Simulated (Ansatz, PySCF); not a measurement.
Reaction (SMILES): C[Si](C)C → C[Si-](C)C (an electron is taken up)
Each molecule is optimised on its own at B3LYP-D3(BJ)/def2-TZVP (Ansatz, a quantum-chemistry and plane-wave program). Frequencies are from Ansatz or PySCF.

Wanted: adiabatic electron affinity (0 K, with B3LYP-D3(BJ) harmonic zero-point energies), positive where the reaction releases energy, in eV. Cores are frozen in the correlated levels unless marked. UHF or UKS for open shells. No spin-orbit coupling. Non-relativistic unless marked X2C. Anions need diffuse functions: aug- sets have them; def2-D sets add few; the other sets have none. CBS(X,Y): correlation extrapolated as X^-3; Hartree-Fock from the larger set. The bracket is a focal-point correction in the basis named.

```
level              program  adiabatic electron affinity (eV)
-----------------  -------  --------------------------------
HF/STO-3G           Ansatz                             -4.20
B97M-V/def2-TZVPD   Ansatz                              0.90
```

### Question
What does RI-MP2/CBS(aug-cc-pV(T+d)Z,aug-cc-pV(Q+d)Z)+[CCSD(T)-MP2]/aug-cc-pV(T+d)Z (Ansatz) give?

### Answer
0.95 eV
